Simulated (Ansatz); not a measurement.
C$_{2}$H$_{6}$OSi (`O=CC[SiH3]`). Total charge 0; spin multiplicity 1.

```tsv
atom	x (Å)	y (Å)	z (Å)
O1	1.339	1.533	-0.233
C2	0.741	0.863	-1.032
C3	-0.211	-0.230	-0.660
Si4	-0.376	-0.449	1.209
H5	0.880	1.040	-2.121
H6	-1.183	-0.015	-1.120
H7	0.124	-1.159	-1.139
H8	-0.903	0.788	1.835
H9	-1.341	-1.555	1.451
H10	0.929	-0.816	1.809
```

**Question.** Give the diagnostics of a CCSD(T)/def2-TZVPP run (frozen core, Ansatz). (An estimate is asked.)

**Answer.** The calculation gave: T1 = 0.0142, largest single amplitude 0.028, largest double 0.069, (T) share of the correlation energy 3.9 %, 10 CCSD cycles. The RHF solution is stable towards an unrestricted one. T1 lies under the customary mark of 0.02 for closed shells.
